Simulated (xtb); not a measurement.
1,3-disilylpropan-2-ylsilane (C3H14Si3), SMILES C([SiH3])C([SiH3])C[SiH3]. All values are semi-empirical tight-binding results from xtb (GFN2-xTB unless named), good for trends rather than for accurate numbers. Geometry: GFN2-xTB. One conformer was computed; it need not be the lowest.

Optimised geometry:

```xyz
20

Si    -1.1167     1.9970     1.2934
C     -0.7487     0.7638    -0.1043
C      0.4278    -0.1859     0.1293
Si     2.1101     0.7138     0.2209
C      0.4829    -1.2590    -0.9671
Si    -1.0404    -2.3990    -1.0695
H     -0.1175     3.0665     1.3366
H     -1.1389     1.2904     2.5770
H     -2.4341     2.5926     1.0502
H     -0.5901     1.3043    -1.0416
H     -1.6515     0.1622    -0.2556
H      0.2592    -0.6991     1.0845
H      2.1892     1.5561     1.4141
H      3.1767    -0.2906     0.2753
H      2.2827     1.5287    -0.9846
H      1.3628    -1.8868    -0.8019
H      0.6379    -0.7725    -1.9339
H     -2.1349    -1.7805    -1.8232
H     -0.6539    -3.6329    -1.7575
H     -1.5018    -2.7156     0.2846
```
Charge 0, spin multiplicity 1.

```json
{
  "orbital_gap": "4.97 eV",
  "dipole_moment": "0.31 D",
  "zero_point_energy": "90.4 kcal/mol",
  "G − E(el) at 298.15 K (modified RRHO)": "67.2 kcal/mol",
  "static polarisability (D4 model)": "125.2 bohr³",
  "solvation energy, GFN2-xTB/ALPB(water)": "1.0 kcal/mol",
  "solvation energy, GFN2-xTB/ALPB(hexane)": "-3.5 kcal/mol"
}
```

Computed atomic charges and the Wiberg bond orders between heavy atoms:
charges (e) Si1 0.45, C2 -0.16, C3 -0.11, Si4 0.45, C5 -0.15, Si6 0.45, H7 -0.10, H8 -0.10, H9 -0.11, H10 0.00, H11 0.01, H12 -0.01, H13 -0.11, H14 -0.10, H15 -0.10, H16 0.00, H17 0.00, H18 -0.11, H19 -0.11, H20 -0.11. Bond orders Si1–C2 0.90, C2–C3 1.03, C3–Si4 0.88, C3–C5 1.02, C5–Si6 0.89.
